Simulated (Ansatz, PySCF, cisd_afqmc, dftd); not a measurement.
System: C2H5F, charge 0, singlet. C2H5F (SMILES CCF).
B3LYP-D3(BJ)/def2-TZVP minimum from Ansatz (a program for electronic structure):
```xyz
8

C      1.1749    -0.1488     0.2623
C     -0.3123    -0.4021     0.2278
F     -0.9475     0.5899    -0.5283
H      1.6692    -0.9237     0.8528
H      1.5927    -0.1644    -0.7450
H      1.3912     0.8196     0.7152
H     -0.7514    -0.3742     1.2278
H     -0.5492    -1.3616    -0.2375
```
Charge 0, spin multiplicity 1.

Quantity: enthalpy of formation at 298 K (by atomisation, with ideal-gas terms from PySCF's Hessian at B3LYP-D3(BJ)/def2-TZVP and the atoms' measured values of the G2/97 table; no spin-orbit terms), in kcal/mol. Open shells are spin-unrestricted; no spin-orbit coupling. Cores are frozen in correlated methods. Rows without X2C or -DK are non-relativistic. AFQMC/CISD: phaseless, guided by CISD from CCSD amplitudes; bars are statistical, one sigma. Outlying blocks are dropped, and bars are widened where a walk drifts. Over all cases where full CI ran beside it in this data, AFQMC minus full CI had a median of +0.1 mEh and passed +0.4 mEh in a tenth of the cases. CBS(X,Y): correlation extrapolated as X^-3, Hartree-Fock from the larger set (Q,5: extrapolated as (X+1)exp(-9√X)). A bracket is a step between two methods taken in the basis named. Functionals run without relativity, which enters their misses. Double hybrids freeze cores in their MP2 part. 'core' is core correlation in cc-pwCVTZ, 'X2C' scalar relativity in cc-pVTZ-DK, both at CCSD(T). Where a partner has so few electrons that a lower coupled-cluster level is exact, that level stands in.

Measured: -65.1 kcal/mol, -272.5 kJ/mol (Active Thermochemical Tables 1.112 (ions: stationary electron), as tabulated in the package chemicals); atomic spin-orbit terms, which the calculations lack, would raise the computed values.

| level | program | enthalpy of formation at 298 K (kcal/mol) | error against that value |
|---|---|---|---|
| r2SCANh/def2-TZVPD | Ansatz | -60.8 | 4.3 |
| B2PLYP-D3(BJ)/def2-TZVPD | Ansatz + dftd3 | -58.3 | 6.8 |
| CCSD/cc-pVDZ | Ansatz | -8.5 | 56.6 |
| CCSD/cc-pVQZ | Ansatz | -49.5 | 15.6 |
| CCSD(T)/cc-pVTZ | Ansatz | -49.1 | 16.0 |
| CCSD(T)/cc-pV5Z | Ansatz | -61.2 | 3.9 |
| CCSD(T)/CBS(cc-pVTZ,cc-pVQZ) | Ansatz | -64.4 | 0.7 |
| CCSDT(Q)/cc-pVDZ | Ansatz | -14.3 | 50.8 |
| CCSD(T)/CBS(cc-pVQZ,cc-pV5Z) + [AFQMC/CISD - CCSD(T)]/cc-pVTZ + core + X2C | Ansatz + cisd_afqmc | -65.8 ± 0.2 | -0.7 |
| CCSD(T)/CBS(cc-pVQZ,cc-pV5Z) + [CCSDT(Q) - CCSD(T)]/cc-pVDZ + core + X2C | Ansatz | -66.1 | -1.0 |
